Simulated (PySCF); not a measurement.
Compound: C6H11As.
SMILES with atom numbers: `[CH3:1][C:2]#[C:3][CH2:4][As:5]([CH3:6])[CH3:7]` (hydrogens: H8, H9, H10 on C1; H11, H12 on C4; H13, H14, H15 on C6; H16, H17, H18 on C7)

Computed with PySCF 2.14.0, PBE0-D3(BJ)/def2-SVP geometry optimisation, gas phase.

Q: What internal coordinates does the optimisation give?

A: 
```
                   bond  length (bohr)
                  C1–C2          2.748
                  C2≡C3          2.294
                  C3–C4          2.735
                 C4–As5          3.772
         As5–C6, As5–C7          3.713
   C1–H8, C1–H9, C1–H10          2.082
         C4–H11, C4–H12          2.084
C6–H13 and 5 like bonds          2.079
```

Bonds in one row agree within 0.02 bohr and their mean is given. A selection of angles:
```
     angle  degrees
  C2–C1–H8    111.2
  H8–C1–H9    107.6
  C1–C2–C3    179.1
  C2–C3–C4    177.5
 C3–C4–As5    111.4
 C3–C4–H11    111.2
As5–C4–H11    108.5
H11–C4–H12    107.5
 C4–As5–C6     96.1
 C6–As5–C7     97.4
As5–C6–H13    108.7
As5–C6–H15    111.6
H13–C6–H14    108.6
H16–C7–H17    108.0
```

Torsions: C3–C4–As5–C6 -68° (synclinal). The mirror-image conformer, all signs reversed, is as good.

As5 (arsenic bonded to 3 C) is pyramidal (angles 97.4°, 96.1° and 96.1°, sum 289.6°, 1.00 Å off the plane of its three neighbours). The 3 C–C bonds span 1.214 Å (C2≡C3, drawn triple) to 1.454 Å (C1–C2, drawn single), a spread of 0.240 Å. The As–C distances run from 1.962 Å (As5–C6, drawn single) to 1.996 Å (C4–As5, drawn single), a spread of 0.034 Å. Of the pairs four or more bonds apart, C3···H13 is among the closest relative to their van der Waals radii: 3.04 Å, 105 % of the sum of Bondi's values.

Point group: C1 (no symmetry element, even within 0.4 Å). Whether it is a minimum is left open (no frequencies). The numbers are those of one conformer.

Hardware: one thread of an Arm Neoverse V2, no GPU, shared host with 96 logical CPUs at a one-minute load of 77. Cost: 1.9 min wall, 0.72 GiB resident at most. That covers the optimisation of the geometry.
